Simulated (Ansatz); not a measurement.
Molecule: sum formula SiP₄H₈ (charge 0, singlet). SMILES: P[Si](P)(P)P
Geometry from a B3LYP-D3(BJ)/def2-TZVP (Ansatz, a quantum-chemistry and plane-wave program) optimisation:
```
Si
P 1 2.2671
H 2 1.4201 1 94.71
H 2 1.4204 3 93.84 1 -95.01
P 1 2.2681 2 111.15 3 -167.29
H 5 1.4196 1 93.63 2 51.98
H 5 1.4206 6 93.70 1 95.13
P 1 2.2685 2 111.11 3 74.35
H 8 1.4195 1 93.92 2 -45.65
H 8 1.4197 9 93.80 1 -94.42
P 1 2.2686 2 111.09 3 -43.17
H 11 1.4191 1 93.92 2 -69.28
H 11 1.4197 12 94.01 1 95.34
```

Atomisation energy built up term by term with Ansatz (kcal/mol; UHF references for open shells; valence terms freeze the core; atomic spin-orbit terms are left out). CBS(X,Y): correlation extrapolated as X^-3; Hartree-Fock from the larger set.

| term | basis | kcal/mol |
|---|---|---|
| Hartree-Fock | cc-pV(Q+d)Z | [?] |
| CCSD correlation | CBS(cc-pV(T+d)Z,cc-pV(Q+d)Z) | [?] |
| (T) | CBS(cc-pV(T+d)Z,cc-pV(Q+d)Z) | 16.32 |
| core correlation | cc-pwCVTZ | 1.75 |
| scalar relativity (X2C) | cc-pVTZ-DK against cc-pVTZ | -2.28 |
| sum: De |  | [?] |

Question: What belongs in the gaps?

Answer: 
- Hartree-Fock, kcal/mol: 584.97
- CCSD correlation, kcal/mol: 260.73
- sum: De, kcal/mol: 861.5
